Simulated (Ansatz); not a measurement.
`C[SiH2]C(N)O` → `C[Si](C)(N)O`  (isomerisation)

Isolated molecules relaxed with PBE0-D4/def2-TZVP in Ansatz; ΔE leaves out vibrations. CCSD(T)/CBS adds triple-zeta CCSD(T) − MP2 to the extrapolated MP2 energy (def2 sets, frozen cores). Functionals use def2-TZVPP. Each species was taken in one conformer, which may not be the lowest.

CCSD(T)/CBS gives -3.45 eV.

(1) Another level gave -3.28 eV. Which?
A. SCS-MP2/def2-TZVPP
B. PBE/def2-TZVPP
C. PBE0-D4/def2-TZVPP
D. ωB97M-V/def2-TZVPP

Largest T1 diagnostic among the species: 0.011.

Answers

(1) C. PBE0-D4 -3.28, ωB97M-V -3.40, SCS-MP2/def2-TZVPP -3.45, PBE -3.14 eV.

From PBE to PBE0 (25 % exact exchange), in def2-TZVPP and without D4, ΔE moves by −0.13 eV.

CCSD(T)/CBS has its own doubt, a few kJ/mol and more with outer-core shells, so smaller differences from it don't rank the levels.
